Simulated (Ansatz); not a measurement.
Geometry optimisation, DFT LDA, scalar-relativistic, plane waves, PAW (Ansatz 0.2.0).

input.yaml

```yaml
crystal:
  lattice:
    - [6.98, 0.0, 0.0]
    - [0.0, 6.98, 0.0]
    - [0.0, 0.0, 18.235]
  atoms:
    - { symbol: Li, position: [0.25, 0.25, 0.0548396] }
    - { symbol: Li, position: [0.75, 0.25, 0.0548396] }
    - { symbol: Li, position: [0.25, 0.75, 0.0548396] }
    - { symbol: Li, position: [0.75, 0.75, 0.0548396] }
    - { symbol: Li, position: [0.0, 0.0, 0.1505347] }
    - { symbol: Li, position: [0.5, 0.0, 0.1505347] }
    - { symbol: Li, position: [0.0, 0.5, 0.1505347] }
    - { symbol: Li, position: [0.5, 0.5, 0.1505347] }
    - { symbol: Li, position: [0.25, 0.25, 0.2462298] }
    - { symbol: Li, position: [0.75, 0.25, 0.2462298] }
    - { symbol: Li, position: [0.25, 0.75, 0.2462298] }
    - { symbol: Li, position: [0.75, 0.75, 0.2462298] }
    - { symbol: Li, position: [0.0, 0.0, 0.3419249] }
    - { symbol: Li, position: [0.5, 0.0, 0.3419249] }
    - { symbol: Li, position: [0.0, 0.5, 0.3419249] }
    - { symbol: Li, position: [0.5, 0.5, 0.3419249] }
    - { symbol: Pt, position: [0.3454807, 0.830682, 0.4614752] }
basis:
  ecutwfc: 420.0
kpoints:
  mp_grid: { grid: [3, 3, 1] }
hamiltonian:
  xc: lda
scf:
  occupations: { method: fermi_dirac, width: 0.05 }
  lower_state_search: "off"
relax:
  f_tol: 0.03
  max_steps: 60
  adjacent_minimum: "off"
  constraints: [{ sites: [0, 1, 2, 3] }]
```

Launched with:

```bash
$ ansatz run input.yaml --threads 2 --pin off --max-ram 5120MiB --backend cpu --events-out ev --progress --plain --runs-dir out
```

Question: Where does it end, and by what steps?

Answer: The run converged. The force dipped under the threshold on the way, but the program's further checks kept it going. Limits of this set-up: coarse k mesh, thin slab, slab without dipole correction. After 13 steps the energy has fallen by 3.389 eV; Pt17 moved furthest, 2.07 Å. Joined: Li11–Pt17 (4.02 → 2.33 Å), Li13–Pt17 (3.46 → 2.40 Å), Li15–Pt17 (3.99 → 2.40 Å).

```tsv
step	energy less start (eV)	largest force component (eV/Å)	accepted
0	0.0000	2.345	yes
1	-0.6189	2.236	yes
2	-1.1879	1.911	yes
3	-1.6935	1.624	yes
4	-2.1659	1.450	yes
5	-2.5974	1.267	yes
6	-2.9553	0.995	yes
7	-3.1972	0.538	yes
8	-3.2898	0.399	yes
9	-3.3421	0.174	yes
10	-3.3758	0.052	yes
11	-3.3881	0.026	yes
12	-3.3876	0.034	no
13	-3.3893	0.005	yes
```

```xyz
17
Lattice="6.9800 0.0000 0.0000 0.0000 6.9800 0.0000 0.0000 0.0000 18.2350" Properties=species:S:1:pos:R:3
Li 1.745 1.745 1.000
Li 5.235 1.745 1.000
Li 1.745 5.235 1.000
Li 5.235 5.235 1.000
Li -0.020 0.020 2.668
Li 3.511 0.021 2.667
Li -0.019 3.471 2.669
Li 3.511 3.470 2.668
Li 1.746 1.745 4.137
Li 5.234 1.744 4.213
Li 1.746 5.236 4.202
Li 5.236 5.236 4.135
Li 0.110 -0.109 5.914
Li 3.381 -0.108 5.914
Li 0.110 3.600 5.914
Li 3.381 3.600 5.914
Pt 1.746 5.236 6.537
```

Whether the end is a true minimum wasn't checked by a vibrational analysis.

Time of the run: 71 s on 2 threads of Intel(R) Xeon(R) Platinum 8488C (Sapphire Rapids), with other jobs on the host, peak memory 0.94 GiB.
